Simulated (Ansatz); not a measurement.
C2H5S (SMILES CC[S]), doublet, geometry from GFN2-xTB. Base run: MP2/cc-pVDZ run with Ansatz (a quantum-chemistry and plane-wave program).

Ansatz was given this input:
Ansatz 0.2 input:
```yaml
crystal:
  periodic: [false, false, false]
  atoms:
    - {symbol: C, position_ang: [1.48255365, 0.65932309, -0.01655837]}
    - {symbol: C, position_ang: [-0.03154429, 0.78395239, 0.00248490]}
    - {symbol: S, position_ang: [-0.84471660, -0.82371473, 0.00823708]}
    - {symbol: H, position_ang: [-0.37104627, 1.31200621, 0.89543533]}
    - {symbol: H, position_ang: [-0.39297317, 1.31674827, -0.87896880]}
    - {symbol: H, position_ang: [1.93395512, 1.64948226, -0.01949031]}
    - {symbol: H, position_ang: [1.83064329, 0.11841436, 0.86042594]}
    - {symbol: H, position_ang: [1.80883038, 0.12313177, -0.90475459]}
basis:
  gaussian:
    orbitals: cc-pVDZ
magnetization: {spin_polarized: true, initial_magnetization: 1}
correlation: {method: mp2}
```

The base run was repeated with changes; each row names its change, and settings that it needs were set with it.

```
change               basis functions      E (Eh)  MP2 correlation (Eh)  core-seconds (rough)
-------------------  ---------------  ----------  --------------------  --------------------
base                              71  -476.55909              -0.39744                     2
basis = def2-SV(P)                56  -476.31601              -0.35905                     1
basis = 6-31G*                    59  -476.49761              -0.36091                     1
basis = pcseg-1                   71         [?]                   [?]                     2
basis = 6-31+G*                   71  -476.50252              -0.36437                     2
basis = pc-1                      71  -476.51633              -0.39660                     2
basis = 6-31G**                   74  -476.53803              -0.39338                     2
basis = aug-pcseg-1              118         [?]                   [?]                     6
basis = aug-cc-pVDZ              118  -476.58471              -0.41683                     7
basis = def2-TZVP                [?]         [?]                   [?]                     6
basis = pcseg-2                  [?]         [?]                   [?]                    10
basis = def2-TZVPP               174  -476.69578              -0.49903                    10
basis = aug-cc-pVTZ              257  -476.71100              -0.50878                    40
```

Q: Complete the blanks.

A: 
- basis = pcseg-1, E (Eh): -476.49575
- basis = pcseg-1, MP2 correlation (Eh): -0.39339
- basis = aug-pcseg-1, E (Eh): -476.52085
- basis = aug-pcseg-1, MP2 correlation (Eh): -0.41138
- basis = def2-TZVP, basis functions: 129
- basis = def2-TZVP, E (Eh): -476.67755
- basis = def2-TZVP, MP2 correlation (Eh): -0.48262
- basis = pcseg-2, basis functions: 164
- basis = pcseg-2, E (Eh): -476.68016
- basis = pcseg-2, MP2 correlation (Eh): -0.48823

Totals compare only among sets that treat the same electrons; sets with core potentials leave the core out.
